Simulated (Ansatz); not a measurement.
Two isomers of CH7NSSi2: A = `C1N[SiH2]S[SiH2]1`, B = `N=C([SiH3])S[SiH3]`.

Program: Ansatz. Geometries: PBE0-D4/def2-TZVP. ΔE: electronic, gas phase. CCSD(T)/CBS adds triple-zeta CCSD(T) − MP2 to the extrapolated MP2 energy (def2 sets, frozen cores). DFT in def2-TZVPP. B3LYP here is the variant with VWN-RPA as its local correlation; programs differ in this. One conformer a species, not always the lowest.

Task: Which is lower in electronic energy at CCSD(T)/CBS, and by how much? (Best estimate.)

Result: The calculation gave: A, by 246.1 kJ/mol.

Task: Give E(B) − E(A) in kJ/mol with PBE-D4, CCSD/def2-TZVPP, MP2/def2-TZVPP, B3LYP-D4, CCSD(T)/def2-TZVPP, HF/def2-TZVPP, B2PLYP. (Best estimate.)

Result: Computed: PBE-D4 226.0, CCSD/def2-TZVPP 244.4, MP2/def2-TZVPP 254.5, B3LYP-D4 227.4, CCSD(T)/def2-TZVPP 237.3, HF/def2-TZVPP 245.3, B2PLYP 234.1. None reverses the order clearly.

Largest T1 diagnostic: 0.014.

From PBE to PBE0 (25 % exact exchange), in def2-TZVPP and without D4, E(B) − E(A) moves by +27.3 kJ/mol. The D4 term adds +3.5 kJ/mol with B3LYP and +1.5 kJ/mol with PBE0; it sums over pairs of atoms, weighted by their polarisabilities, and B3LYP, whose exchange is more repulsive, gets the larger term.
